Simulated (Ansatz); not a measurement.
`C[Se][InH2]` + H₂Se → `[SeH][InH2]` + `C[SeH]` at 400 K and 1 bar (ligand exchange at the In–Se bond).

Program: Ansatz. Geometries: PBE0-D4/def2-TZVP. ΔE: electronic, gas phase. CCSD(T)/CBS adds triple-zeta CCSD(T) − MP2 to the extrapolated MP2 energy (def2 sets, frozen cores). def2 core potentials past Kr. For In, Se outer-core shells are correlated without core-valence functions, which leaves a few kJ/mol of doubt a bond. Scalar relativity is left out up to krypton.

```
      species  CCSD(T)/CBS energy (Eh)  H − E (kJ/mol)  S (J/(mol·K))
`C[Se][InH2]`              -2631.58862           160.0          378.5
         H₂Se              -2401.89790            49.4          229.5
`[SeH][InH2]`              -2592.33228            74.3          324.5
     `C[SeH]`              -2441.15625           135.4          284.5
```

H − E and S are ideal-gas, rigid-rotor, harmonic terms from PBE0-D4/def2-TZVP. 1 Eh = 2625.50 kJ/mol, R = 8.31446 J/(mol·K).

Task: By hand: ΔE, ΔH, ΔS and ΔG.

Result: ΔE = (-2592.33228) + (-2441.15625) − (-2631.58862) − (-2401.89790) = -0.00201 Eh = -5.3 kJ/mol. Δ(H − E) = 74.3 + 135.4 − 160.0 − 49.4 = 0.3, so ΔH = -5.0 kJ/mol. ΔS = 324.5 + 284.5 − 378.5 − 229.5 = 1.0 J/(mol·K). ΔG = -5.0 − 400 × (1.0)/1000 = -5.4 kJ/mol.

Task: By hand: the equilibrium constant, and the temperature at which ΔG would vanish if ΔH and ΔS stayed fixed.

Result: log₁₀ K = −ΔG/(RT ln 10) = 0.7. ΔH and −TΔS have one sign here, so there is no such temperature. One of them is within its doubt of zero, so this could turn.

The number of gas molecules stays the same, so ΔS is small and ΔH decides. The sign of ΔG lies within the doubt. A doubt of 5 kJ/mol in ΔE shifts log₁₀ K by 0.7 here. Modes under 60 cm⁻¹, often nearly free rotors, make the harmonic entropy too high. These are equilibria of isolated gas molecules and say nothing of rates. Largest T1 diagnostic: 0.013 (customary marks: 0.02 for closed shells, 0.045 for open ones).
